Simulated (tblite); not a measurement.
C3H10AsB3N2.
Geometry (GFN2-xTB, Å), atoms numbered from 1 in this order:
```
atom  x, y, z in Å
C1     3.792    0.113   -0.325
C2     2.726   -0.682   -0.306
B3     1.250   -0.177   -0.381
N4     0.242   -1.130   -0.669
B5    -1.172   -1.000   -0.581
N6    -1.822    0.151   -0.038
C7    -3.258    0.056    0.212
B8    -1.163    1.344    0.338
As9    0.674    1.734   -0.306
H10    3.676    1.188   -0.388
H11    4.806   -0.256   -0.287
H12    2.905   -1.754   -0.245
H13    0.557   -2.063   -0.899
H14   -1.829   -1.928   -0.892
H15   -3.810    0.642   -0.528
H16   -3.496    0.449    1.201
H17   -3.595   -0.977    0.154
H18   -1.793    2.139    0.942
H19    1.301    2.161    1.003
```

All values are computed: GFN2-xTB (tblite) harmonic vibrations without scaling, gas phase. This tight-binding method is rough: wavenumbers can miss measured ones by several per cent, in bad cases by 10 to 20. Modes of hydrogen on arsenic and boron can be 10 to 20 % off. One conformer, not necessarily the lowest. The optimisation stopped once no atom felt more than 0.01 eV/Å.

Lowest wavenumbers of the output (negative numbers stand for imaginary wavenumbers):
```
mode    cm-1
  1     -33.3
  2      45.3
  3      89.7
  4     126.7
  5     146.3
  6     202.5
  7     224.6
  8     298.3
  9     315.1
 10     336.3
 11     347.9
 12     415.0
 13     469.2
 14     515.8
 15     561.4
```

**Question.** Is this structure a minimum?

**Answer.** Not by this Hessian. 1 mode is imaginary beyond 20i (33i cm⁻¹), so at this level the point lies at or near a first-order saddle. The curvature is small, so loose convergence or finite differences may be the whole cause.

**Question.** Which atoms move in the imaginary mode?

**Answer.** 33i: H15 (methyl hydrogen) 36 %, H16 (methyl hydrogen) 31 %, H17 (methyl hydrogen) 30 %. These are shares of the mass-weighted motion.

**Question.** What is the remedy?

**Answer.** Step along that mode in both directions, optimise again with tighter thresholds and repeat the frequencies. The zero-point energy of this point (87.0 kcal/mol) counts the 50 real modes alone, and thermal corrections from it aren't those of a minimum.
